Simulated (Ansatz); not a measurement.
Basis sets compared for cyclo-(AsH)3 (As₃H₃). The state is a singlet with charge 0. Geometry PBE-D4/def2-SVP. Ansatz on 4 threads of Intel Xeon Platinum 8259CL on a shared host; times are rough, and most runs start from earlier orbitals.

```
atom   x (Å)   y (Å)   z (Å)
 As1   1.445   0.035  -0.242
 As2  -0.545  -1.211   0.535
 As3  -0.838   0.758  -0.934
  H4   1.456   0.883   1.048
  H5  -0.467  -2.142  -0.696
  H6  -1.050   1.677   0.289
```

The 6-31G sets use Cartesian d functions.

Binding counts from free atoms (As quartet, H doublet) in the same basis, without a counterpoise term.

```
           level  functions  energy (Eh)  HOMO (eV)  LUMO (eV)  binding per atom (eV)  wall time
       HF/STO-3G         57   -6629.6403      -6.62       5.66                   2.04      0.3 s
        HF/6-31G         93   -6703.2707      -9.40       1.45                   0.90     0.85 s
 PBE-D4/def2-SVP        111   -6707.6393      -6.26      -1.85                   2.53      0.8 s
PBE0-D4/def2-SVP        111   -6707.8291      -7.24      -1.16                   2.43      1.5 s
```

(1) Estimate the rows for HF/def2-TZVP, PBE-D4/def2-TZVP, PBE0-D4/def2-TZVP.

Results:

(1) 
| level | functions | energy (Eh) | HOMO (eV) | LUMO (eV) | binding per atom (eV) | wall time |
| --- | --- | --- | --- | --- | --- | --- |
| HF/def2-TZVP | 162 | -6704.3708 | -9.17 | 1.85 | 1.31 | 2.2 s |
| PBE-D4/def2-TZVP | 162 | -6708.4709 | -6.28 | -1.93 | 2.55 | 1.3 s |
| PBE0-D4/def2-TZVP | 162 | -6708.6594 | -7.24 | -1.22 | 2.45 | 2.4 s |
